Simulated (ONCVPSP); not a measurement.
# Zr (Z = 40): one change to an ONCV potential, before and after

```
Element                 : zirconium (Zr)
Generator               : ONCVPSP 4.0.1
Type                    : optimised norm-conserving Vanderbilt (ONCV)
Functional              : PBEsol
Relativity              : fully relativistic
Frozen core             : [Kr]
Valence charge          : 4
Reference configuration : 4d3 5s1
Partial waves           : 5s: rc 3.25 bohr, ncon 4, nbas 8, qcut 1.8 1/bohr, 3 projectors, debl 0.6 Ha; p scattering state at 0.19 Ha: rc 2.75 bohr, ncon 4, nbas 9, qcut 2.5 1/bohr, 3 projectors, debl 3.1 Ha; 4d: rc 2.95 bohr, ncon 4, nbas 9, qcut 6.1 1/bohr, 3 projectors, debl 3.3 Ha
Local potential         : polynomial inside 2.00 bohr (lpopt 5, dvloc0 4 Ha)
Core correction         : Teter function, fcfact 3.25, rcfact 1.65
```

Open shells are filled in proportion to 2j + 1.

Change: functional LDA (Perdew-Wang 92).

Cutoffs: the cutoffs (Ha) at which the residual kinetic energy of the hardest occupied pseudo-wave falls to 1 and 0.1 mHa per electron; they do not see the model core or the augmentation charge, which bear on the density cutoff. Errors are all-electron minus pseudo energies relative to the spin-unpolarised reference configuration.

Problem. Predict the effect on cutoff, ghosts and configuration errors.

Solution. The potential gets neither clearly harder nor softer (11 Ha and 13 Ha → 11 Ha and 14 Ha); the d channel sets the loose cutoff, while the largest relative change is in s, which becomes harder; of the 4 tests that both files solve, the error grows in 0 and shrinks in 4 by more than 15 % and 0.3 meV (median size 46.4 → 36.3 meV); neither file shows a bound ghost.

```tsv
quantity	base	changed
cutoff, loose	11 Ha	11 Ha
cutoff, tight	13 Ha	14 Ha
loose cutoff by channel	s 2.4 Ha, d 11 Ha	s 2.9 Ha, d 11 Ha
bound ghosts	none	none
GHOST(+) flags under 300 eV	s at 67.9 eV, p1/2 at 193.8 eV, p3/2 at 194.5 eV	s at 68.2 eV, p1/2 at 194.0 eV, p3/2 at 194.7 eV
error for 4d2 5s2, meV [ΔE -1.21 → -1.22 eV]	-30	-22
error for 4d2 5s1, meV [ΔE 5.96 → 6.12 eV]	-50	-39
error for 4d2 5s0, meV [ΔE 18.87 → 19.36 eV]	-359	-261
error for 4d2 5s1 5p1, meV [ΔE 1.86 → 1.89 eV]	-43	-33
s: phases at 3.30 bohr within 0.05 rad from the reference energy up to (Ha; the scan ends near 5)	n/a	n/a
p3/2: phases at 2.79 bohr within 0.05 rad from the reference energy up to (Ha; the scan ends near 5)	to the end of the scan	to the end of the scan
p1/2: phases at 2.79 bohr within 0.05 rad from the reference energy up to (Ha; the scan ends near 5)	to the end of the scan	to the end of the scan
d5/2: phases at 3.00 bohr within 0.05 rad from the reference energy up to (Ha; the scan ends near 5)	0.8	0.8
d3/2: phases at 3.00 bohr within 0.05 rad from the reference energy up to (Ha; the scan ends near 5)	0.8	0.8
rms error of d²Exc/dni dnj with the model core, mHa	3.96	4.29
```

Base: The cutoffs count occupied waves only; projector 3 of the p channel, the hardest unoccupied one, needs 60 Ha at the loose tolerance. Changed file: The cutoffs count occupied waves only; projector 3 of the p channel, the hardest unoccupied one, needs 60 Ha at the loose tolerance.
